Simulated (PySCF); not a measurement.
An element was calculated at UHF (PySCF 2.14, non-relativistic, a triple-zeta basis, no spin-orbit coupling), in the ground configurations that NIST lists.

| Property | Result |
| --- | --- |
| first ionisation energy | 5.973 eV |
| second ionisation energy | 14.692 eV |
| third ionisation energy | 32.589 eV |

Question: Which element is it?

Answer: Manganese (Mn, Z = 25), in cc-pVTZ. NIST lists 7.434, 15.640, 33.668 ± 0.012 eV for these ionisation energies.
